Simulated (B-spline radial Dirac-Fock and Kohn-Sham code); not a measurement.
**EELS cross sections of the Bi N4 edge**

System: the Bi atom, [Xe] 4f14 5d10 6s2 6p3. Calculated with an atomic code on a B-spline grid, using the first Born approximation with generalised oscillator strengths from a Dirac-Hartree-Slater potential (longitudinal and transverse terms; continuum final states only, so no white lines or fine structure). The edge is taken at 464.0 eV (tabulated value).

Generalised oscillator strength df/dE of the whole subshell in 10⁻³ per eV, against momentum transfer:

```
q (1/a₀)  1 eV above  15 eV above  80 eV above  150 eV above
  0.0400       0.784         1.18         1.71          1.95
  0.0527       0.784         1.18         1.71          1.95
  0.0695       0.784         1.18         1.71          1.95
  0.0916       0.785         1.18         1.71          1.95
   0.121       0.785         1.18         1.71          1.95
   0.159       0.787         1.18         1.71          1.95
   0.210       0.789         1.18         1.71          1.95
   0.277       0.793         1.18         1.70          1.96
   0.365       0.800         1.19         1.70          1.97
   0.481       0.811         1.19         1.70          1.98
   0.634       0.830         1.20         1.69          2.01
   0.836       0.862         1.21         1.68          2.05
    1.10       0.911         1.24         1.67          2.12
    1.45       0.981         1.29         1.65          2.21
    1.91        1.06         1.39         1.63          2.33
    2.52        1.12         1.53         1.64          2.44
    3.33        1.06         1.65         1.67          2.42
    4.39       0.798         1.53         1.60          2.14
    5.78       0.428         1.01         1.21          1.53
    7.62       0.171        0.431        0.580         0.748
    10.0      0.0827        0.159        0.200         0.257
    13.2      0.0376       0.0716       0.0869        0.0993
    17.5     0.00613       0.0196       0.0274        0.0308
    23.0    0.000487      0.00234      0.00361       0.00415
    30.3    0.000162     0.000302     0.000392      0.000444
    40.0    7.41e-05     0.000131     0.000167      0.000189
```

As q goes to zero the values tend to the optical oscillator strength. At 150 eV above the edge the largest value on this grid is at q = 2.52 per a₀; a free electron at rest would take up the loss of 614 eV at q = 6.72 per a₀, where the Bethe ridge forms once the loss is well above the edge energy.
